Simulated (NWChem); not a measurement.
C4H4N, doublet; SMILES [c]1ccc[nH]1

```xyz
9

C     -1.2049     0.0484     0.0000
C     -0.4315     1.1776     0.0000
C      0.9219     0.6955     0.0000
C      0.8950    -0.6813     0.0000
N     -0.4356    -1.0744     0.0000
H     -0.7631     2.2051     0.0000
H      1.8124     1.3108     0.0000
H      1.6905    -1.4127     0.0000
H     -0.7737    -2.0237     0.0000
```
Atoms are numbered in this order, from 1.

In the optimisation the excess spin sits in a' (Cs, its own frame). The geometry was optimised at B3LYP/6-31G* (spherical d), spin-unrestricted. No stability test was run on the SCF state.

Symmetry labels are those of Cs in the frame above (b1 and b2, or b-type labels, depend on it).

List the 6 lowest vertical excitations from PBE/def2-SVP, spin-unrestricted, TDA (NWChem).


```tsv
state	energy (eV)	oscillator strength	symmetry of the excitation	<S²>
state 1	1.07	0.001	a"	0.76
state 2	2.20	0.000	a"	0.77
state 3	4.56	0.000	a'	2.73
state 4	5.46	0.001	a'	1.77
state 5	5.56	0.001	a'	1.69
state 6	5.74	0.005	a'	0.83
```
